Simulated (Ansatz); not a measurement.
What each rung costs, and what it gives

The pair of H₂S (SMILES S, atoms 1–3) and CH₃I (SMILES CI, atoms 4–8), both closed shells, in one local arrangement (a lower one may exist), relaxed at PBE0-D4/def2-TZVP:

```xyz
8
angstrom
S 0.6737 0.2112 -2.4335
H 0.0317 1.0894 -1.6419
H -0.4693 -0.4132 -2.7552
C 0.0776 -0.3710 1.3907
I -1.0728 1.4084 1.1669
H 0.4768 -0.6201 0.4108
H 0.8698 -0.1593 2.1020
H -0.5876 -1.1453 1.7602
```

Interaction energies are counterpoise-corrected; the time is that of the whole pair.

Program: Ansatz 0.2.0. Basis: as named in each row. Cores are frozen in the correlated methods. Filled d shells of the heavier atoms are correlated. Core potentials replace the inner electrons of the atoms past krypton. The def2 sets are not built for correlating such inner shells, so the correlated values are less sure here. B3LYP uses VWN-RPA correlation. Extrapolation: Hartree–Fock as exp(−7.88 √X), correlation as X^−2.97.

Times are rough, for one single point on 4 threads of a shared host (Arm Neoverse V1).

The estimate by CCSD(T) at an estimated basis limit (MP2 extrapolated from triple and quadruple zeta, plus CCSD(T) − MP2 in triple zeta) is -10.4 kJ/mol.

| method | basis | time (s) | interaction energy (kJ/mol) | method less estimate |
| --- | --- | --- | --- | --- |
| SPW92 | def2-SVP | under 1 | -18.9 | -8.6 |
| PBE-D4 | def2-SVP | under 1 | -13.8 | -3.4 |
| PBE0-D4 | def2-SVP | under 1 | -12.8 | -2.4 |
| revPBE-D4 | def2-TZVPPD | 2 | -11.4 | -1.0 |
| PBE-D4 | def2-TZVPPD | 2 | -13.1 | -2.7 |
| CCSD(T) | def2-SVP | 2 | -3.0 | 7.4 |
| BLYP-D4 | def2-TZVPPD | 2 | -11.1 | -0.7 |
| HSE06-D4 | def2-TZVPPD | 3 | -12.0 | -1.7 |
| PBE0-D4 | def2-TZVPPD | 3 | -12.0 | -1.6 |
| B3LYP-D4 | def2-TZVPPD | 3 | -11.1 | -0.8 |
| wB97M-V | def2-SVP | 4 | -10.3 | 0.0 |
| r2SCAN-D4 | def2-TZVPPD | 4 | -10.2 | 0.2 |
| B2PLYP | def2-TZVPPD | 6 | -5.5 | 4.9 |
| wB97X-V | def2-TZVPPD | 8 | -9.7 | 0.6 |
| wB97M-V | def2-TZVPPD | 8 | -9.8 | 0.5 |
| B97M-V | def2-TZVPPD | 9 | -10.6 | -0.3 |
| MP2 | def2-QZVPPD | 15 | -11.3 | -0.9 |
| CCSD(T) | def2-TZVPPD | 140 | -8.1 | 2.2 |

T1 diagnostic: at most 0.011.
